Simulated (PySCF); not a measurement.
SMILES C[CH]OB(OCC)OCC, doublet (GFN2-xTB optimised geometry):

```
24

C     -1.269    -2.485     0.209
C     -0.397    -1.310    -0.014
O     -0.974    -0.083     0.003
B     -0.294     1.105     0.000
O     -0.989     2.282     0.000
C     -2.402     2.320    -0.062
C     -2.918     2.053    -1.471
O      1.069     1.105     0.000
C      1.818     2.305     0.022
C      1.880     2.909     1.420
H     -2.295    -2.234    -0.049
H     -1.254    -2.815     1.255
H     -0.937    -3.326    -0.399
H      0.676    -1.366     0.033
H     -2.822     1.584     0.633
H     -2.686     3.326     0.265
H     -2.629     1.052    -1.781
H     -2.494     2.772    -2.167
H     -4.002     2.136    -1.489
H      2.822     2.035    -0.323
H      1.376     3.026    -0.673
H      2.298     2.190     2.120
H      2.502     3.800     1.410
H      0.878     3.174     1.744
```

Level of theory: unrestricted B3LYP/def2-SVP run with PySCF.

Task: What are the frontier orbital energies (α orbitals alone; a β orbital can be the lowest empty one) and the dipole moment?

Result: HOMO-2 -8.45 eV, HOMO-1 -7.72 eV, HOMO -4.33 eV, LUMO 1.60 eV, LUMO+1 1.94 eV; dipole moment 0.59 D.

On the same geometry unrestricted PBE/def2-SVP (PySCF 2.14.0) gives HOMO-2 -7.10 eV, HOMO-1 -6.41 eV, HOMO -3.22 eV, LUMO 1.05 eV, LUMO+1 1.28 eV; dipole moment 0.59 D.

Meta-Löwdin charges at B3LYP/def2-SVP: C1 -0.29, C2 0.04, O3 -0.35, B4 0.53, O5 -0.41, C6 0.06, C7 -0.29, O8 -0.41, C9 0.06, C10 -0.29, H11 0.11, H12 0.09, H13 0.10, H14 0.09, H15 0.09, H16 0.10, H17 0.10, H18 0.10, H19 0.10, H20 0.10, H21 0.09, H22 0.10, H23 0.10, H24 0.10.
